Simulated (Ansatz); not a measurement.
Start from `[SH][AlH][Br]` and change one atom or group to get `[SiH3][AlH][SH]`.

Ansatz, PBE0-D4/def2-TZVP geometries, multiplicity 1. Each molecule was computed in one conformer, which needn't be the lowest.

Scalar relativity is left out up to krypton.

| property | `[SH][AlH][Br]` |
| --- | --- |
| HOMO–LUMO gap (PBE/def2-TZVPP) / eV | 4.76 |
| size of the dipole moment (PBE/def2-TZVPP) / D | 0.25 |
| HOMO energy (B3LYP/def2-TZVPP) / eV | -7.78 |
| HOMO energy (PBE0/def2-TZVPP) / eV | -8.05 |
| LUMO energy (ωB97M-V/def2-TZVPP) / eV | 0.32 |
| size of the dipole moment (B3LYP/def2-TZVPP) / D | 0.26 |

(1) Give the same properties after the change, and the shifts. (Best estimate.)

## Answers

(1) The calculation gave: 
```json
{"property": "HOMO–LUMO gap (PBE/def2-TZVPP) / eV", "`[SiH3][AlH][SH]`": "4.21", "shift": "-0.55"}
{"property": "size of the dipole moment (PBE/def2-TZVPP) / D", "`[SiH3][AlH][SH]`": "0.86", "shift": "0.61"}
{"property": "HOMO energy (B3LYP/def2-TZVPP) / eV", "`[SiH3][AlH][SH]`": "-7.61", "shift": "0.17"}
{"property": "HOMO energy (PBE0/def2-TZVPP) / eV", "`[SiH3][AlH][SH]`": "-7.81", "shift": "0.24"}
{"property": "LUMO energy (ωB97M-V/def2-TZVPP) / eV", "`[SiH3][AlH][SH]`": "-0.10", "shift": "-0.42"}
{"property": "size of the dipole moment (B3LYP/def2-TZVPP) / D", "`[SiH3][AlH][SH]`": "0.93", "shift": "0.67"}
```

With PBE0 the HOMO rises by 0.24 eV and the LUMO falls by 0.43 eV, so the gap narrows by about 0.67 eV. PBE moves the HOMO by 0.13 eV and ωB97M-V by 0.42 eV. The zero-point energy changes by 60.6 kJ/mol with +9 modes. Dipoles are sizes alone; their direction can turn.

B3LYP here is the variant with VWN-RPA as its local correlation; programs differ in this.

Spin–orbit coupling is left out; it splits and shifts lone-pair levels of the heavy atoms by tenths of an eV.
